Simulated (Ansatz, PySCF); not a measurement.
C₂H₆ClGa, SMILES C[CH2][GaH][Cl]. Atoms are numbered in the order given.

```xyz
10

Ga    -0.1507    -0.3636     0.1912
H     -0.6964    -1.7031     0.7780
Cl     0.3840     1.1092     1.6810
C      0.1163     0.1703    -1.6729
C     -0.2574    -0.8980    -2.7062
H      1.1737     0.4719    -1.7743
H     -0.4637     1.0970    -1.8290
H     -1.3187    -1.1863    -2.6297
H      0.3358    -1.8178    -2.5751
H     -0.0889    -0.5457    -3.7373
```

Geometry optimised at ωB97X-D3(BJ)/def2-SVP. The structure was generated by enumeration; whether it is a known compound was not checked. Other conformers were not sampled.

Two levels are set side by side: PBE-D3(BJ)/def2-SVP (Ansatz, an electronic-structure program) and ωB97X-D3(BJ)/def2-SVP (PySCF). Each level has its own optimised geometry; the coordinates shown are those of the second. Frequencies come from the Hessian of PySCF at each geometry. Differences are taken from unrounded values.

```
quantity                            ωB97X-D3(BJ)
----------------------------------  ------------
mean bond length (Å)                       1.414
bond Ga1–Cl3 (Å)                           2.162
bond Ga1–C4 (Å)                            1.957
bond C4–C5 (Å)                             1.533
bond Ga1–H2 (Å)                            1.561
bond C4–H6 (Å)                             1.104
bond C4–H7 (Å)                             1.104
bond C5–H8 (Å)                             1.102
bond C5–H9 (Å)                             1.102
bond C5–H10 (Å)                            1.103
highest harmonic wavenumber (cm⁻¹)          3148
mean harmonic wavenumber (cm⁻¹)             1340
zero-point energy (kcal/mol)               45.96
```

What does PBE-D3(BJ) give, and how far is it from ωB97X-D3(BJ)? (An estimate is asked for; the answer gives what the named calculation found.)


```
quantity                            PBE-D3(BJ)  PBE-D3(BJ) minus ωB97X-D3(BJ)
----------------------------------  ----------  -----------------------------
mean bond length (Å)                     1.425                          0.011
bond Ga1–Cl3 (Å)                         2.184                          0.022
bond Ga1–C4 (Å)                          1.977                          0.020
bond C4–C5 (Å)                           1.532                         -0.001
bond Ga1–H2 (Å)                          1.577                          0.016
bond C4–H6 (Å)                           1.112                          0.008
bond C4–H7 (Å)                           1.112                          0.008
bond C5–H8 (Å)                           1.110                          0.007
bond C5–H9 (Å)                           1.110                          0.007
bond C5–H10 (Å)                          1.111                          0.008
highest harmonic wavenumber (cm⁻¹)        3053                            -95
mean harmonic wavenumber (cm⁻¹)           1286                            -54
zero-point energy (kcal/mol)             44.12                          -1.84
```

GGA bonds tend to be longer and softer than those of functionals with exact exchange. Differences between two approximate levels are no errors against the true value.
